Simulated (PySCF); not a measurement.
A structure optimised at PBE0-D3(BJ)/def2-SVP, used in a PySCF frequency run:

```xyz
5

Ti     0.0000     0.0000     0.0000
I      1.4568     1.4568    -1.4568
I     -1.4568     1.4568     1.4568
I     -1.4568    -1.4568    -1.4568
I      1.4568    -1.4568     1.4568
```

Question: Write its SMILES, formula and point group.

Answer: [I][Ti]([I])([I])[I], I4Ti, Td

Question: What are its rotational constants (standard atomic weights)?

Answer: 0.23456, 0.23456, 0.23456 GHz
